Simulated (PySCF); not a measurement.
A structure optimised at PBE0-D3(BJ)/def2-SVP, used in a PySCF frequency run:

```xyz
11

Mo    -0.0503    -0.2246     0.0000
O      0.0557    -1.8984     0.0000
N      1.5120     0.4893     0.0000
C      2.9268     0.4345     0.0000
H      3.3176     0.9552    -0.8905
H      3.3011    -0.6038     0.0000
H      3.3176     0.9552     0.8905
S     -1.0132     0.5632     1.9866
H     -1.9957    -0.3701     1.9914
S     -1.0132     0.5632    -1.9866
H     -1.9957    -0.3701    -1.9914
```

Task: Write its SMILES, formula and point group.

Result: C[N]=[Mo](=[O])([SH])[SH], CH5MoNOS2, Cs

Task: What are its rotational constants (standard atomic weights)?

Result: 1.5180, 1.4304, 1.0010 GHz
